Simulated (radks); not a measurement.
Results of a calculation; reference values are marked as such.
Task: Ionisation of neutral bromine, [Ar] 3d10 4s2 4p5, to Br+, [Ar] 3d10 4s2 4p4, under several functionals. Scalar-relativistic Kohn-Sham, spin-polarised, spherical densities, point nucleus; open shells are filled with parallel spins first; a radial shooting solver on a logarithmic mesh with Libxc functionals. The NIST Atomic Spectra Database gives 11.814 eV (measured). Rank these functionals by the error of their Delta-SCF ionisation energy: OLYP; LDA (Slater exchange, Perdew-Zunger correlation); LDA (Slater exchange, VWN5 correlation); XLYP; exchange-only PBE; AM05; PBE; SOGGA; BP86.

Result: From best to worst: XLYP 11.802 eV (-0.012); AM05 11.838 eV (+0.024); PBE 11.850 eV (+0.036); SOGGA 11.761 eV (-0.053); OLYP 11.669 eV (-0.145); BP86 11.999 eV (+0.185); LDA (Slater exchange, VWN5 correlation) 12.108 eV (+0.295); LDA (Slater exchange, Perdew-Zunger correlation) 12.150 eV (+0.336); exchange-only PBE 10.766 eV (-1.048). Open shells are spherical and high-spin; term and fine-structure splittings are not resolved.
